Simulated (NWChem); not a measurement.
Species: C4H7O, doublet; SMILES C1C[CH]CO1

```xyz
12

C     -1.2139     0.2665    -0.0390
C     -0.1279     1.2669     0.1415
C      1.1006     0.4134    -0.1905
O      0.7655    -0.8976     0.1979
C     -0.6057    -1.0941    -0.0637
H     -2.2836     0.4754    -0.0749
H     -0.2258     2.1558    -0.5041
H     -0.0828     1.6366     1.1865
H      2.0129     0.7096     0.3477
H      1.3124     0.4625    -1.2789
H     -1.0156    -1.7822     0.7001
H     -0.7595    -1.5929    -1.0491
```
Atoms are numbered in this order, from 1.

All runs: NWChem. Spin-unrestricted. All runs use the structure optimised with PBE0/def2-SVP, spin-unrestricted. Not confirmed as a minimum by frequencies. No stability test was run on the SCF state. Level SCAN/def2-SVP: energy and gradient on several grids; changes count from the extra-fine grid, which is no exact limit either.

```tsv
grid	size of the energy change (μHa)	largest change of a gradient component (μHa/bohr)	time, medium = 1 (rough)
xcoarse	2000	3000	about 1
coarse	3000	1000	about 1
medium	5000	500	about 1
fine	900	500	about 1
xfine	< 10	< 30	4
```
